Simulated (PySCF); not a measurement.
# A small calculation by hand: oscillator strength and radiative lifetime

Si(F)2(OH)(SMe) (CH4F2OSSi), SMILES [Si](O)(SC)(F)F.

The structure is a stationary point at B3LYP-D3(BJ)/def2-SVP. The structure was generated by enumeration, and PubChem lists no compound with its InChIKey, so it may never have been made. One conformer was computed; it need not be the lowest.

TDDFT-PBE/def2-SVPD (PySCF 2.14.0) puts the first singlet state with f over 0.02 at 6.61 eV (vertical), with the transition dipole (0.239, 0.228, 0.200) in atomic units.

Problem. Find the oscillator strength, the wavelength and the radiative lifetime that this transition would have in vacuum if emission retraced absorption.

Solution. 
|μ|² = 0.1491 au, so |μ| = 0.98 D. ΔE = 6.61/27.211 = 0.2429 hartree. f = (2/3) ΔE |μ|² = 0.024 (the program prints 0.024).
λ = 1239.84/6.61 = 188 nm; ν = 53313 cm⁻¹.
Einstein's coefficient A = 0.6670 ν² f s⁻¹ (ν in cm⁻¹) = 4.6e7 s⁻¹, so τ = 1/A = 22 ns. This state is S3; the lower singlets have f = 0.005, 0.008. The figure is the radiative limit of this one transition; relaxation, internal conversion, crossing to triplets and a medium change what is measured.
